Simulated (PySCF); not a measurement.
Predicted microwave data (PBE0-D3(BJ)/def2-SVP geometry optimisation, gas phase (PySCF 2.14.0)) for one isomer of C6H12Si2:

| Item | Value |
| --- | --- |
| Rotational constants | A = 1332, B = 1069, C = 964.3 MHz |
| Dipole components | \|μa\| = 0.39 D, \|μb\| = 0.58 D, \|μc\| = 0.65 D |
| Inertial defect | -328.27 u·Å² |
| κ | -0.43 |

Question: Which candidate fits, each taken in the one conformer that was computed?
A. `C=C[Si]([SiH3])(C=C)C=C` (Si(vinyl)3(SiH3))
B. `C[Si@H]1C=C[SiH2]C(C)=C1`

Answer: A. It is C=C[Si]([SiH3])(C=C)C=C, an asymmetric top, point group C1. The candidates at the same level (rigid rotor, commonest isotopes):

```json
{"SMILES": "C=C[Si]([SiH3])(C=C)C=C", "A (MHz)": "1332", "B (MHz)": "1069", "C (MHz)": "964.3", "μa (D)": "0.39", "μb (D)": "0.58", "μc (D)": "0.65", "Δ (u·Å²)": "-328.27", "point group": "C1", "rotor": "asymmetric top"}
{"SMILES": "CC1=C[Si@@H](C)C=C[SiH2]1", "A (MHz)": "1995", "B (MHz)": "1134", "C (MHz)": "790.0", "μa (D)": "0.19", "μb (D)": "0.38", "μc (D)": "0.48", "Δ (u·Å²)": "-59.38", "point group": "C1", "rotor": "asymmetric top"}
```

`CC1=C[Si@@H](C)C=C[SiH2]1` has A 50 % too high. No structure here is proved a minimum.
